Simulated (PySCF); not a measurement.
```xyz
4

Al     0.0000    -0.0001    -0.0004
H      1.5795    -0.1031    -0.0001
H     -0.8790    -1.3164     0.0000
H     -0.7005     1.4193     0.0004
```

Charge 0, multiplicity 1.

### Question
Give the Mulliken and meta-Löwdin atomic charges from PySCF with TPSSh-D3(BJ)/def2-TZVP.

### Answer

```csv
atom,Mulliken (e),meta-Löwdin (e)
Al1,0.32,0.47
H2,-0.11,-0.16
H3,-0.11,-0.16
H4,-0.11,-0.16
```
